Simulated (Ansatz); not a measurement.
Gas-phase electronic energies from Ansatz, PBE0-D4/def2-TZVP geometries. CCSD(T)/CBS is the MP2 limit (def2-TZVPP, def2-QZVPP) plus CCSD(T) − MP2 in def2-TZVPP, frozen cores. DFT in def2-TZVPP. For Ge outer-core shells are correlated without core-valence functions, which leaves a few kJ/mol of doubt a bond. Scalar relativity is left out up to krypton. Each species was taken in one conformer, which may not be the lowest.

Reaction (ligand exchange at a Ge–O bond): `[SiH3][O][GeH3]` + `NCS` → `SC[NH][GeH3]` + silanol

```json
{"level": "B2PLYP", "ΔE (kJ/mol)": "27.6"}
{"level": "HF/def2-TZVPP", "ΔE (kJ/mol)": "43.5"}
{"level": "SCS-MP2/def2-TZVPP", "ΔE (kJ/mol)": "27.5"}
{"level": "CCSD/CBS(def2)", "ΔE (kJ/mol)": "26.3"}
```

**Question.** What does CCSD(T)/CBS give? (Best estimate.)

**Answer.** Computed: +23.4 kJ/mol. The listed levels differ from it by 4.2, 20.1, 4.1, 2.9 kJ/mol.

Largest T1 diagnostic among the species: 0.012.

From PBE to PBE0 (25 % exact exchange), in def2-TZVPP and without D4, ΔE moves by +3.8 kJ/mol. The D4 term adds −4.2 kJ/mol with B3LYP and −2.3 kJ/mol with PBE0; it sums over pairs of atoms, weighted by their polarisabilities, and B3LYP, whose exchange is more repulsive, gets the larger term. In def2-TZVPP, CCSD(T) changes the Hartree–Fock value by −19.0 kJ/mol (the triples alone add −3.0 kJ/mol) and MP2 by −21.3 kJ/mol.

B3LYP here is the variant with VWN-RPA as its local correlation; programs differ in this.
